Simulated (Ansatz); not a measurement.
`CB(F)O[SiH3]` + H₂S → `FB(S)O[SiH3]` + CH₄ at 298.15 K and 1 bar (ligand exchange at a B–C bond).

Computed with Ansatz on PBE0-D4/def2-TZVP structures; ΔE is electronic, products minus reactants. CCSD(T)/CBS adds triple-zeta CCSD(T) − MP2 to the extrapolated MP2 energy (def2 sets, frozen cores). This one scheme is used for every species. Each species was taken in one conformer, which may not be the lowest.

```csv
species,CCSD(T)/CBS energy (Eh),H − E (kJ/mol),S (J/(mol·K))
`CB(F)O[SiH3]`,-530.66692,215.7,363.9
H₂S,-398.97279,49.9,205.7
`FB(S)O[SiH3]`,-889.19834,144.6,359.9
CH₄,-40.46206,127.4,186.2
```

H − E and S are ideal-gas, rigid-rotor, harmonic terms from PBE0-D4/def2-TZVP, for one conformer and one mirror image of each species. 1 Eh = 2625.50 kJ/mol, R = 8.31446 J/(mol·K).

Question: By hand: ΔE, ΔH, ΔS and ΔG.

Answer: ΔE = (-889.19834) + (-40.46206) − (-530.66692) − (-398.97279) = -0.02069 Eh = -54.3 kJ/mol. Δ(H − E) = 144.6 + 127.4 − 215.7 − 49.9 = 6.4, so ΔH = -47.9 kJ/mol. ΔS = 359.9 + 186.2 − 363.9 − 205.7 = -23.5 J/(mol·K). ΔG = -47.9 − 298.15 × (-23.5)/1000 = -40.9 kJ/mol.

Question: By hand: the equilibrium constant, and the temperature at which ΔG would vanish if ΔH and ΔS stayed fixed.

Answer: log₁₀ K = −ΔG/(RT ln 10) = 7.2. ΔG = 0 at ΔH/ΔS = 2038 K.

ΔH outweighs TΔS. A doubt of 5 kJ/mol in ΔE shifts log₁₀ K by 0.9 here. Other conformers and mirror images would add mixing entropy, several J/(mol·K) or more a flexible species. Modes under 60 cm⁻¹, often nearly free rotors, make the harmonic entropy too high. These are equilibria of isolated gas molecules and say nothing of rates. Largest T1 diagnostic: 0.013 (customary marks: 0.02 for closed shells, 0.045 for open ones).
